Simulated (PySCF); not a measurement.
Isomers of C2H7ClOSi3, one GFN2-xTB conformer each. Single-point energies are computed at PBE0/pcSseg-1 (PySCF, gas phase, no added dispersion term), electronic only.

Question: Rank them by PBE0/pcSseg-1 energy, lowest first (kJ/mol).
A. `[Cl:1][SiH2:2][Si@@H:3]1[CH:4]=[CH:5][SiH2:6][O:7]1` with Cl1–Si2–Si3–C4 -88°
B. `[SiH3:1][C:2]#[C:3][SiH2:4][O:5][SiH2:6][Cl:7]` with C3–Si4–O5–Si6 7°, Si4–O5–Si6–Cl7 -27°
C. `[CH:1]#[C:2][Si@:3]([SiH3:4])([Cl:5])[O:6][SiH3:7]` with C2–Si3–O6–Si7 63°
D. `[CH:1]#[C:2][Si@@H:3]([Cl:4])[SiH2:5][O:6][SiH3:7]` with C2–Si3–Si5–O6 64°, Si3–Si5–O6–Si7 -49°

Answer: A (0.0), B (83.2), C (116.0), D (146.4).

As drawn, the lowest has a C=C bond outside aromatic rings, which the highest lacks; the highest has a C≡C bond, which the lowest lacks. GFN2-xTB itself gives, in the same order: 0.0, 11.8, 78.2, 59.0. Both levels put the same isomer lowest; measured from each level's own lowest isomer, the values differ by up to 87.4 kJ/mol (C#C[Si@@H](Cl)[SiH2]O[SiH3]: 59.0 against 146.4).

Which frontier levels, dipoles and rotational constants go with these structures?

```tsv
SMILES	HOMO (eV, PBE0/pcSseg-1)	LUMO (eV)	dipole (D)	A, B, C (MHz)
Cl[SiH2][Si@@H]1C=C[SiH2]O1	-7.86	-1.09	2.26	3395, 591.6, 546.7
[SiH3]C#C[SiH2]O[SiH2]Cl	-8.21	-0.90	0.73	1544, 633.0, 460.2
C#C[Si@]([SiH3])(Cl)O[SiH3]	-8.38	-0.84	1.55	1127, 856.6, 791.3
C#C[Si@@H](Cl)[SiH2]O[SiH3]	-7.96	-1.31	2.07	1861, 647.8, 511.0
```
